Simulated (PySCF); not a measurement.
B3LYP has the VWN-RPA correlation part, as in Gaussian. Excitations are Tamm–Dancoff values on a coarser integration grid. The basis has no diffuse functions, so Rydberg states are missing or too high.

Z-matrix (Å, degrees):
```
Sn
C 1 2.1773
H 2 1.1014 1 106.85
H 2 1.1014 3 106.85 1 -114.06
C 2 1.5208 3 111.49 4 -122.01
H 5 1.1019 2 111.93 3 -60.40
H 5 1.1019 6 107.05 2 122.97
H 5 1.1030 6 107.10 7 114.58
Si 1 2.5700 2 111.08 3 -58.59
H 9 1.4956 1 110.28 2 179.24
H 9 1.4962 10 108.45 1 121.32
H 9 1.4964 10 108.44 11 117.40
Si 1 2.5719 2 109.08 3 62.24
H 13 1.4957 1 110.55 2 178.71
H 13 1.4967 14 108.30 1 121.29
H 13 1.4968 14 108.42 15 117.14
Si 1 2.5721 2 108.83 3 -179.44
H 17 1.4960 1 110.52 2 179.38
H 17 1.4968 18 108.26 1 -121.41
H 17 1.4969 18 108.40 19 -117.05
```
Charge 0, multiplicity 1.

Give the T1 excitation (TDA), LUMO and HOMO at the level B3LYP-D3(BJ)/def2-TZVP // PBE0-D3(BJ)/def2-SVP (PySCF 2.14.0).


The T1 excitation (TDA) is 5.20 eV, the LUMO comes out as -0.63 eV and the HOMO is -7.21 eV.
